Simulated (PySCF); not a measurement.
**Radial density of P (phosphorus, neutral)**

PW91, [Ne] 3s1 3p3 4s1, high-spin 6S determinant (an excited configuration). All numbers are calculated (PySCF 2.14, no relativity, point nucleus, in aug-cc-pV(D+d)Z (5s4p3d, 32 functions)).

| r (bohr) | 4πr²ρ (e/bohr) | 4πr²(ρα − ρβ) |
| --- | --- | --- |
| 0.00147 | 0.05665 | 0.0002 |
| 0.00247 | 0.1560 | 0.0006 |
| 0.00416 | 0.4185 | 0.0015 |
| 0.00700 | 1.089 | 0.0039 |
| 0.0118 | 2.669 | 0.0095 |
| 0.0198 | 5.946 | 0.0210 |
| 0.0333 | 11.25 | 0.0392 |
| 0.0560 | 16.34 | 0.0565 |
| 0.0942 | 15.82 | 0.0707 |
| 0.159 | 11.10 | 0.1703 |
| 0.267 | 13.63 | 0.4235 |
| 0.448 | 14.96 | 0.2831 |
| 0.754 | 5.422 | 0.1021 |
| 1.27 | 2.168 | 1.8026 |
| 2.13 | 1.895 | 1.8924 |
| 3.59 | 0.4832 | 0.4831 |
| 6.04 | 0.2009 | 0.2009 |
| 10.2 | 0.002393 | 0.0024 |

The outer electron is Rydberg-like, and this basis confines it to a smaller radius and binds it less than a complete one would.
